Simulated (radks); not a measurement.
Effect of the nuclear size on neutral fluorine, [He] 2s2 2p5. Calculated with a radial shooting solver on a logarithmic mesh with Libxc functionals: Dirac Kohn-Sham, LDA (Slater exchange, Perdew-Wang correlation), spin-unpolarised, spherical densities, finite nucleus; open shells fill j = l - 1/2 first; Fermi nuclear charge, rms radius 2.8976 fm. The rms radius is varied about that value; shifts are against it.

rms radius (fm)  total energy shift (eV)  density at nucleus (e/bohr^3)  1s1/2 shift (meV)
2.5586                         -0.000156                          459.4             -0.063
2.7179                        -0.0000848                          459.2             -0.034
2.8976                                 0                          459.1              0.000
3.1526                          0.000130                          458.8              0.053
3.2975                          0.000208                          458.7              0.084

Slopes of the eigenvalues against <r^2> in GHz/fm^2, as finite differences over the two radii next to the reference (eigenvalue slopes, not the field-shift constants of lines): 1s1/2 8.24.
